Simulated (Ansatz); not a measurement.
BH$_{7}$OSSi$_{2}$ (`BO[SiH2]S[SiH3]`) at its PBE0-D4/def2-TZVP geometry, where that method's forces vanish. Charge 0, multiplicity 1.

```json
{"atom": "B1", "x (Å)": "0.9239", "y (Å)": "-0.8555", "z (Å)": "1.8491"}
{"atom": "O2", "x (Å)": "-0.0343", "y (Å)": "-1.4284", "z (Å)": "1.0949"}
{"atom": "Si3", "x (Å)": "-0.5710", "y (Å)": "-1.3331", "z (Å)": "-0.4617"}
{"atom": "S4", "x (Å)": "0.6241", "y (Å)": "-0.0945", "z (Å)": "-1.7054"}
{"atom": "Si5", "x (Å)": "-0.1590", "y (Å)": "1.7866", "z (Å)": "-1.0416"}
{"atom": "H6", "x (Å)": "0.9994", "y (Å)": "-1.1885", "z (Å)": "2.9980"}
{"atom": "H7", "x (Å)": "1.6667", "y (Å)": "-0.0415", "z (Å)": "1.3715"}
{"atom": "H8", "x (Å)": "-1.9571", "y (Å)": "-0.8147", "z (Å)": "-0.3974"}
{"atom": "H9", "x (Å)": "-0.5137", "y (Å)": "-2.6951", "z (Å)": "-1.0325"}
{"atom": "H10", "x (Å)": "-1.3859", "y (Å)": "2.1380", "z (Å)": "-1.7988"}
{"atom": "H11", "x (Å)": "0.8920", "y (Å)": "2.8037", "z (Å)": "-1.2822"}
{"atom": "H12", "x (Å)": "-0.4850", "y (Å)": "1.7229", "z (Å)": "0.4060"}
```

Task: For each bond, give half the difference of the two atoms' forces along it (eV/Å; positive pushes the atoms apart) under PBE-D4, r2SCAN-D4, B3LYP-D4, ωB97M-V in def2-TZVPP. (An estimate is asked.)

Result: Ansatz gave: 
```
   bond  length (Å)  PBE-D4  r2SCAN-D4  B3LYP-D4  ωB97M-V
  B1–O2       1.347    0.17       0.15      0.10     0.18
  B1–H6       1.199    0.00      -0.07     -0.13    -0.17
  B1–H7       1.201   -0.02      -0.05     -0.11    -0.13
 O2–Si3       1.649    0.32       0.01      0.10     0.09
 Si3–S4       2.123    0.03       0.03      0.16     0.05
 Si3–H8       1.481    0.01      -0.04     -0.12    -0.15
 Si3–H9       1.478    0.04      -0.04     -0.17    -0.18
 S4–Si5       2.143    0.12       0.04      0.19     0.11
Si5–H10       1.484    0.07      -0.02     -0.09    -0.13
Si5–H11       1.482    0.08      -0.03     -0.12    -0.14
Si5–H12       1.485    0.06      -0.02     -0.08    -0.11
```

B3LYP here is the variant with VWN-RPA as its local correlation; programs differ in this.
